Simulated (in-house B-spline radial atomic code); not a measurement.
**Ionising Ga with different functionals**

Computed with a radial B-spline atomic code at the basis-set limit: four-component Dirac-Coulomb Hamiltonian, Fermi nucleus of rms radius 3.9973 fm, spin-restricted, spherical fractional occupations for the functionals, and exact exchange of hybrids averaged over the configuration. The ionisation energy is the difference of two self-consistent energies, [Ar] 3d10 4s2 4p1 → [Ar] 3d10 4s2, without Breit or QED terms; ε is the level of the shell that loses the electron (mean over j). The electron is taken from both j subshells in proportion to 2j + 1, so the result is a j average, not the step between ground levels.

```tsv
method	rung	ΔSCF (eV)	-ε(4p) (eV)
PBE0	global hybrid	5.77	3.49
LC-wPBE	range-separated hybrid	5.92	5.85
HSE06	range-separated hybrid	5.81	3.13
wB97X	range-separated hybrid	5.96	5.70
```

Task: Among the functionals, which spreads more, the ΔSCF values or the orbital energies?

Result: The orbital energies: ΔSCF values span about 0.19 eV and the orbital energies 2.72 eV; here energy differences depend much less on the functional than eigenvalues do.

Task: How do they compare with the NIST value?

Result: NIST lists 5.999 eV (measured, ground level to ground level). Errors run from -0.23 to -0.03 eV; wB97X is closest (-0.03 eV), but part of that can be cancellation, since the calculations leave out Breit-QED terms, spin polarisation, the choice among j levels, multiplet and fine-structure energies.
